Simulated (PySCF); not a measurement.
Basis-set dependence of population analyses: `N[SiH](N)[SiH2]S`

Species: H8N2SSi2.
SMILES with atom numbers: `[NH2:1][SiH:2]([NH2:3])[SiH2:4][SH:5]` (hydrogens: H6, H7 on N1; H8 on Si2; H9, H10 on N3; H11, H12 on Si4; H13 on S5)

PBE0 throughout (PySCF), one geometry, spherical d and f functions. Geometry: PBE0-D3(BJ)/def2-SVP, one conformer, isolated molecule. Atoms taken as equivalent share a column and are averaged. The first 7 of 8 kinds of atom are listed.

Mulliken charges (e):

| basis | functions | N1/N3 | Si2 | Si4 | S5 | H6/H7/H9/H10 | H8 | H11/H12 |
| --- | --- | --- | --- | --- | --- | --- | --- | --- |
| STO-3G | 45 | -0.592 | +0.728 | +0.288 | -0.100 | +0.168 | -0.145 | -0.117 |
| 6-31G | 73 | -0.989 | +0.910 | +0.219 | -0.285 | +0.338 | -0.143 | -0.075 |
| pcSseg-0 | 73 | -1.046 | +1.028 | +0.105 | -0.445 | +0.326 | -0.085 | +0.004 |
| 6-31G* | 98 | -0.911 | +0.677 | +0.124 | -0.321 | +0.354 | -0.111 | -0.045 |
| cc-pVDZ | 122 | -0.299 | +0.387 | +0.078 | -0.256 | +0.112 | -0.105 | -0.032 |
| def2-SVP | 122 | -0.400 | +0.474 | +0.177 | -0.286 | +0.140 | -0.118 | -0.051 |
| aug-cc-pVDZ | 199 | -0.286 | +0.783 | -0.540 | -0.493 | -0.050 | +0.303 | +0.285 |
| 6-311+G(2d,p) | 207 | -0.823 | +0.832 | +0.135 | -0.228 | +0.238 | -0.081 | -0.043 |
| def2-TZVP | 221 | -0.620 | +0.420 | +0.108 | -0.335 | +0.243 | -0.061 | -0.016 |
| cc-pVTZ | 274 | -0.345 | +0.315 | +0.108 | -0.268 | +0.145 | -0.092 | -0.030 |
| IGLO-III | 282 | -0.691 | +0.777 | +0.626 | -0.333 | +0.206 | -0.196 | -0.166 |
| pcSseg-2 | 313 | -0.536 | +0.609 | +0.299 | -0.238 | +0.165 | -0.135 | -0.098 |

IAO charges (e):

```json
{"basis": "STO-3G", "functions": "45", "N1/N3": "-0.691", "Si2": "+0.793", "Si4": "+0.346", "S5": "-0.180", "H6/H7/H9/H10": "+0.195", "H8": "-0.140", "H11/H12": "-0.115"}
{"basis": "6-31G", "functions": "73", "N1/N3": "-0.811", "Si2": "+0.776", "Si4": "+0.204", "S5": "-0.298", "H6/H7/H9/H10": "+0.271", "H8": "-0.131", "H11/H12": "-0.058"}
{"basis": "pcSseg-0", "functions": "73", "N1/N3": "-0.781", "Si2": "+0.787", "Si4": "+0.153", "S5": "-0.293", "H6/H7/H9/H10": "+0.257", "H8": "-0.133", "H11/H12": "-0.045"}
{"basis": "6-31G*", "functions": "98", "N1/N3": "-0.833", "Si2": "+0.881", "Si4": "+0.302", "S5": "-0.305", "H6/H7/H9/H10": "+0.266", "H8": "-0.168", "H11/H12": "-0.100"}
{"basis": "cc-pVDZ", "functions": "122", "N1/N3": "-0.826", "Si2": "+0.875", "Si4": "+0.307", "S5": "-0.313", "H6/H7/H9/H10": "+0.264", "H8": "-0.169", "H11/H12": "-0.102"}
{"basis": "def2-SVP", "functions": "122", "N1/N3": "-0.818", "Si2": "+0.882", "Si4": "+0.311", "S5": "-0.304", "H6/H7/H9/H10": "+0.259", "H8": "-0.175", "H11/H12": "-0.106"}
{"basis": "aug-cc-pVDZ", "functions": "199", "N1/N3": "-0.857", "Si2": "+0.882", "Si4": "+0.315", "S5": "-0.324", "H6/H7/H9/H10": "+0.275", "H8": "-0.165", "H11/H12": "-0.100"}
{"basis": "6-311+G(2d,p)", "functions": "207", "N1/N3": "-0.869", "Si2": "+0.910", "Si4": "+0.331", "S5": "-0.320", "H6/H7/H9/H10": "+0.276", "H8": "-0.174", "H11/H12": "-0.108"}
{"basis": "def2-TZVP", "functions": "221", "N1/N3": "-0.867", "Si2": "+0.921", "Si4": "+0.335", "S5": "-0.320", "H6/H7/H9/H10": "+0.274", "H8": "-0.178", "H11/H12": "-0.110"}
{"basis": "cc-pVTZ", "functions": "274", "N1/N3": "-0.861", "Si2": "+0.910", "Si4": "+0.326", "S5": "-0.324", "H6/H7/H9/H10": "+0.273", "H8": "-0.174", "H11/H12": "-0.107"}
{"basis": "IGLO-III", "functions": "282", "N1/N3": "-0.871", "Si2": "+0.917", "Si4": "+0.332", "S5": "-0.315", "H6/H7/H9/H10": "+0.276", "H8": "-0.176", "H11/H12": "-0.110"}
{"basis": "pcSseg-2", "functions": "313", "N1/N3": "-0.869", "Si2": "+0.917", "Si4": "+0.329", "S5": "-0.319", "H6/H7/H9/H10": "+0.276", "H8": "-0.176", "H11/H12": "-0.108"}
```

Some averages cover members that differ in this geometry, most widely: N1/N3, Mulliken in 6-311+G(2d,p) -0.865 to -0.781; H11/H12, Mulliken in pcSseg-0 -0.016 to +0.024; H6/H7/H9/H10, Mulliken in aug-cc-pVDZ -0.069 to -0.030 e.

Problem. Which scheme is steadiest as the basis changes?

Solution. Largest range over the bases for any column: IAO 0.19 e, Mulliken 1.17 e. IAO charges move least and Mulliken charges most, counted in e. Without the minimal STO-3G basis the ranges are IAO 0.18, Mulliken 1.17 e.

Problem. How much do the charges still move between the two largest bases, IGLO-III and pcSseg-2?

Solution. At most, over all atoms: Mulliken 0.328 e, IAO 0.004 e.

Problem. What do the same runs give for the total energy, the frontier levels and the dipole moment?

Solution. 
```csv
basis,energy (Eh),HOMO (eV),LUMO (eV),μ (D)
STO-3G,-1078.4620,-3.10,5.67,1.47
6-31G,-1090.8618,-6.70,-0.11,2.62
pcSseg-0,-1089.6143,-6.80,-0.16,2.89
6-31G*,-1090.9890,-6.66,0.00,2.51
cc-pVDZ,-1091.0575,-6.60,0.15,2.32
def2-SVP,-1090.6674,-6.63,0.19,2.28
aug-cc-pVDZ,-1091.0830,-6.82,-0.53,1.97
"6-311+G(2d,p)",-1091.1380,-6.84,-0.49,1.97
def2-TZVP,-1091.1502,-6.80,-0.19,2.02
cc-pVTZ,-1091.1555,-6.77,-0.14,2.11
IGLO-III,-1091.1506,-6.77,-0.17,1.81
pcSseg-2,-1091.1732,-6.87,-0.36,2.09
```

The dipole is fixed by the density alone, so its range of 1.42 D shows that the density itself changes with the basis, not only its division among atoms.
